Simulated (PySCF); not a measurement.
Spin-rotation constants: `O=C[C@@H]1C[SiH2][C@H](Br)C1`, C$_{5}$H$_{9}$BrOSi

Geometry (Å), atoms numbered from 1 in this order:
```xyz
17

O    -0.3235   -1.0226    2.0349
C    -1.0836   -0.9459    1.1109
C    -0.6495   -0.8812   -0.3285
C     0.8514   -1.1496   -0.4225
Si    1.6294    0.4346    0.2899
C     0.0715    1.4895   -0.1444
Br   -0.7550    2.2498    1.4785
C    -0.8971    0.5458   -0.8449
H    -2.1784   -0.9027    1.2636
H    -1.2487   -1.5940   -0.9058
H     1.1341   -1.3040   -1.4634
H     1.1125   -2.0510    0.1266
H     2.7422    0.9218   -0.5332
H     1.9342    0.4497    1.7101
H     0.2766    2.3641   -0.7591
H    -1.9390    0.8427   -0.7054
H    -0.6841    0.5650   -1.9173
```

Theory: PySCF 2.14.0, GIAO BP86/pcSseg-1 magnetisability, rotational g tensor and spin-rotation constants, non-relativistic, gas phase. Geometry: GFN2-xTB.

The calculation is non-relativistic, which matters for the atoms heavier than Zn.

Question: Give the nuclear spin-rotation constants along the inertial axes (H = +C I·J) beside the isotropic shieldings.

Answer: Rotational constants 1.8428, 0.9255, 0.8337 GHz. A star marks the isotopologue with that one atom substituted, in its own axes.
| atom | isotope | Caa (kHz) | Cbb (kHz) | Ccc (kHz) | mean (kHz) | σ (ppm) |
| --- | --- | --- | --- | --- | --- | --- |
| Br7 | 79Br | 2.401 | 1.988 | 1.718 | 2.036 | 1920.8 |
| H9 | 1H | -0.104 | 0.041 | -0.019 | -0.027 | 21.1 |
| H10 | 1H | -0.107 | -0.075 | -0.028 | -0.070 | 28.6 |
| H11 | 1H | -0.121 | -0.071 | -0.062 | -0.084 | 31.1 |
| H12 | 1H | -0.096 | -0.076 | -0.052 | -0.075 | 30.2 |
| H13 | 1H | -0.161 | 0.044 | -0.076 | -0.064 | 27.0 |
| H14 | 1H | -0.148 | -0.074 | 0.025 | -0.066 | 26.9 |
| H15 | 1H | -0.142 | -0.015 | -0.057 | -0.071 | 27.9 |
| H16 | 1H | -0.118 | -0.047 | -0.053 | -0.072 | 29.0 |
| H17 | 1H | -0.170 | -0.049 | -0.035 | -0.085 | 29.5 |
| O1 | 17O* | -0.345 | -0.487 | -0.926 | -0.586 | -345.2 |
| C2 | 13C* | 0.593 | 0.465 | 0.412 | 0.490 | -28.3 |
| C3 | 13C* | 0.367 | 0.173 | 0.209 | 0.250 | 121.9 |
| C4 | 13C* | 0.262 | 0.139 | 0.119 | 0.174 | 166.5 |
| Si5 | 29Si* | -1.056 | -0.656 | -0.519 | -0.744 | 347.1 |
| C6 | 13C* | 0.339 | 0.172 | 0.160 | 0.224 | 138.7 |
| C8 | 13C* | 0.329 | 0.193 | 0.164 | 0.229 | 133.8 |

For the geometry as given, no vibrational averaging.
